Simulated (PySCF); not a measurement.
Molecule: `C#C[C@@H]1CC[C@]1(F)OC`, C7H9FO.

Geometry (Å), atoms numbered from 1 in this order:
```xyz
18

C    -1.049    1.872   -1.718
C    -0.860    0.792   -1.237
C    -0.670   -0.497   -0.624
C    -1.717   -0.838    0.466
C    -0.637   -0.730    1.554
C     0.437   -0.562    0.475
F     1.174   -1.737    0.308
O     1.294    0.480    0.677
C     2.225    0.716   -0.370
H    -1.205    2.813   -2.155
H    -0.538   -1.265   -1.390
H    -2.130   -1.838    0.360
H    -2.526   -0.116    0.547
H    -0.496   -1.608    2.179
H    -0.711    0.159    2.175
H     2.846   -0.168   -0.542
H     1.710    0.992   -1.294
H     2.845    1.542   -0.029
```

Frames of a GFN2-xTB Langevin trajectory at 600 K; GIAO PBE0/pcSseg-1 shieldings in PySCF, gas phase, non-relativistic; equivalent atoms averaged within each frame.

Referencing at the same level of theory: TMS for 13C (186.93 ppm), 1H (31.72 ppm); CFCl3 for 19F (170.95 ppm); 17O (336.08 ppm) against H2O. The references are static minima.

Task: How do the shifts (ppm) fluctuate along the trajectory?

Result: 
```
         time (fs)     C6     C2    C1    C9    C3    C5    C4      F7     O8  H16/H17/H18
optimised geometry  118.1   88.0  81.9  51.9  37.9  37.2  19.8  -127.6   87.8         3.84
               250  129.6  102.0  89.2  58.9  49.4  40.6  33.2   -61.1   94.5         5.05
               425  129.7   93.6  86.8  57.8  31.6  41.9  28.4   -56.4  104.5         3.84
               625  124.2   88.8  83.7  57.7  49.3  31.6  26.6  -134.6  117.9         4.10
               800  110.4   95.2  80.4  56.7  36.7  53.9  27.2   -96.1   83.7         4.28
              1000  146.3   91.4  86.2  63.9  42.8  35.8  19.7   -11.5  115.9         5.12
    mean of frames  128.0   94.2  85.3  59.0  41.9  40.8  27.0   -71.9  103.3         4.48
standard deviation   12.9    5.0   3.3   2.8   7.8   8.4   4.8    46.1   14.4         0.58
```

5 frames give an uncertainty of the mean of about the standard deviation over 2.2 at best, since frames this close in time may not be independent; classical motion lacks zero-point vibration, and the reference would need the same averaging.
